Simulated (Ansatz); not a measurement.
CH$_{4}$BF$_{3}$O (`C[OH+][B-](F)(F)F`) at its PBE0-D4/def2-TZVP geometry, where that method's forces vanish. Total charge 0; spin multiplicity 1.

```xyz
10

C    -0.0179   -0.3531   -1.2538
O     0.6953   -0.1014   -0.0317
B    -0.1978    0.5561    1.2475
F    -0.4834    1.7949    0.7953
F     0.7032    0.4619    2.2528
F    -1.2652   -0.2790    1.3514
H     0.6915   -0.6798   -2.0127
H    -0.4616    0.5964   -1.5414
H    -0.7983   -1.0966   -1.0928
H     1.1342   -0.8994    0.2854
```

Task: What forces (eV/Å) does PBE-D4/def2-TZVPP give on these atoms in the Gaussian-basis code of Ansatz? (Best estimate.)

Result: Computed: 
```
C1  -0.106 -0.093 -0.217
O2   0.276  0.355 -0.002
B3   0.009 -0.046 -0.043
F4  -0.138  0.635 -0.225
F5   0.462 -0.042  0.504
F6  -0.550 -0.412  0.071
H7   0.133 -0.068 -0.175
H8  -0.094  0.196 -0.065
H9  -0.183 -0.157  0.005
H10  0.192 -0.367  0.146
```
